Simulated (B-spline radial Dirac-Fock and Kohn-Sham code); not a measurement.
## Kohn-Sham estimates against Dirac-Fock for the levels of Cs⁺

System: Cs⁺ in the configuration [Kr] 4d10 5s2 5p6.

The density-functional columns are spherical, spin-unpolarised Dirac-Kohn-Sham results without Breit or QED terms: −ε is minus the orbital energy of the initial state and ΔSCF the difference of two total energies. The reference in the last column comes from Dirac-Fock energy differences between relaxed states, corrected for Breit and QED terms. All numbers are from a radial B-spline solver, in eV; a selection of levels is shown. For the 1s level of heavy atoms much of the gap between ΔSCF and the reference is the Breit and QED part, -131.1 eV here; for other levels the error of the functional can be larger.

```csv
level,PBE −ε,PBE ΔSCF,LDA −ε,LDA ΔSCF,Dirac-Fock
K (1s),35773.7,36153.5,35735.3,36114.0,35994.5
L1 (2s),5613.9,5682.4,5609.0,5677.8,5733.3
L2 (2p1/2),5281.8,5367.5,5279.9,5365.8,5372.4
L3 (2p3/2),4929.6,5009.1,4928.2,5007.8,5024.6
M1 (3s),1171.3,1194.7,1169.8,1193.4,1232.3
M2 (3p1/2),1032.5,1056.9,1032.0,1056.5,1081.8
M3 (3p3/2),965.0,988.4,964.7,988.1,1013.7
M4 (3d3/2),721.2,747.6,721.5,747.9,751.8
M5 (3d5/2),706.9,732.9,707.2,733.2,737.9
N1 (4s),225.3,236.1,224.8,235.6,252.6
N2 (4p1/2),175.5,186.0,175.3,185.9,196.7
N3 (4p3/2),161.7,172.0,161.4,171.7,182.8
N4 (4d3/2),80.75,90.25,80.85,90.36,89.98
N5 (4d5/2),78.47,87.88,78.55,87.98,87.72
O1 (5s),31.90,37.54,32.15,37.79,39.63
O2 (5p1/2),19.80,24.90,20.00,25.11,23.94
O3 (5p3/2),18.16,23.09,18.31,23.25,22.21
```

Question: Order the estimates of the K (1s) level by their distance from the Dirac-Fock value, nearest first.
A. LDA ΔSCF
B. PBE −ε
C. PBE ΔSCF
D. LDA −ε

Answer: A (119.4 eV), C (159.0 eV), B (220.8 eV), D (259.2 eV).

For the outermost level NIST gives 23.15745 eV (measured); the differences from it are PBE −ε -5.00, PBE ΔSCF -0.07, LDA −ε -4.85, LDA ΔSCF +0.09, Dirac-Fock -0.95 eV.

Values without a named source are computed, but for edge energies of neutral atoms, which are taken from tables.
